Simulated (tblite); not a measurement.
C6H10FO (doublet state).
Z-matrix (Å and degrees, GFN2-xTB geometry), rows numbered from 1:
```
F 
C   1  1.3822
C   2  1.4710  1  109.73
C   3  1.4798  2  123.12  1   173.70
C   4  1.5295  3  114.80  2     6.70
C   5  1.5336  4  113.67  3    58.18
O   6  1.4124  5  114.12  4   -85.68
C   7  1.3965  6  115.24  5    74.06
H   2  1.1027  1  106.06  3   122.09
H   3  1.0755  2  117.40  1   -11.66
H   4  1.1004  3  109.57  2  -115.74
H   4  1.0990  3  109.07  2   129.37
H   5  1.0916  4  108.33  3   178.57
H   5  1.0912  4  110.37  3   -63.68
H   6  1.0930  5  109.52  4   158.06
H   6  1.1000  5  110.00  4    38.66
H   8  1.0930  2  108.05  1   -41.72
H   8  1.1000  2  109.03  1    77.00
```

Computed with GFN2-xTB (tblite): harmonic, unscaled wavenumbers at the GFN2-xTB geometry, gas phase. This tight-binding method is rough: wavenumbers can miss measured ones by several per cent, in bad cases by 10 to 20. One conformer, not necessarily the lowest. Open shells enter through the occupations alone, without spin polarisation, and single modes of such species can be off by tens of per cent.

Harmonic wavenumbers (cm⁻¹): 58.0, 132.8, 240.0, 300.5, 312.1, 357.1, 364.3, 391.9, 475.7, 536.2, 568.1, 827.9, 852.3, 903.0, 928.0, 968.7, 990.4, 1011.3, 1050.6, 1059.5, 1101.5, 1119.3, 1147.5, 1173.7, 1188.4, 1202.8, 1231.3, 1249.3, 1279.5, 1306.5, 1332.2, 1336.9, 1350.0, 1365.1, 1449.7, 1454.0, 1464.2, 1475.0, 2825.3, 2839.2, 2871.5, 2875.2, 2891.5, 2967.6, 2971.9, 2984.2, 2999.4, 3129.9.

A = 3057, B = 1827, C = 1250 MHz; mass 117.072 u (most abundant isotopes); point group C1, symmetry number 1; spin multiplicity 2.

Zero-point energy?

½Σν̃ = 32456 cm⁻¹ = 388.25 kJ/mol.

What is S at 200 K and 1 bar for an ideal gas of classical rigid rotors and harmonic oscillators?

Translation 159.96, rotation 113.10, vibration 46.35, spin (R ln 2) 5.76: S = 325.2 J/(mol K).

And Cp and H(200 K) − H(0)?

Cp = 95.14 J/(mol K), of which vibrations give 61.88 (their classical limit is 48 R = 399.1); H(200 K) − H(0) = 12.11 kJ/mol without the zero-point energy, 5.46 from vibrations.

Blend soft modes into free rotors: weight 1/[1 + (100 cm⁻¹/ν̃)⁴] for the oscillator and the rest for a rotor with moment μB/(μ + B), μ = h/(8π²ν), B = 10⁻⁴⁴ kg m². What vibrational entropy results?

43.76 J/(mol K) in place of 46.35, which changes −T·S at 200 K by +0.52 kJ/mol.

How do the functions run with temperature in this model?

| T (K) | S (J/(mol K)) | Cp (J/(mol K)) | H − H(0) (kJ/mol) | G − H(0) (kJ/mol) | ln q(vib) |
| --- | --- | --- | --- | --- | --- |
| 100 | 273.1 | 59.0 | 4.39 | -22.92 | 0.80 |
| 300 | 371.0 | 134.6 | 23.55 | -87.76 | 4.03 |
| 500 | 458.8 | 212.8 | 58.60 | -170.82 | 7.89 |
| 800 | 577.2 | 289.6 | 135.03 | -326.70 | 14.04 |
| 1000 | 645.5 | 322.1 | 196.38 | -449.10 | 18.04 |

q(vib) and H(0) count from the zero-point level.

Which modes carry the vibrational entropy at 200 K?

58.0 cm⁻¹: 15.64; 132.8 cm⁻¹: 9.00; 240.0 cm⁻¹: 4.74; 300.5 cm⁻¹: 3.36; 312.1 cm⁻¹: 3.14; 357.1 cm⁻¹: 2.44 J/(mol K); the other 42 give 8.04 together.

What must be added to the electronic energy to get the Gibbs energy at 200 K and 1 bar?

ZPE + [H(200 K) − H(0)] − T·S = 388.25 + 12.11 − 65.03 = 335.33 kJ/mol.

Hindered rotation and anharmonicity are outside this model. Other conformers, if any are populated, would add a mixing term that is left out. The structure is chiral; the term R ln 2 for an equal mix with its mirror image is left out.
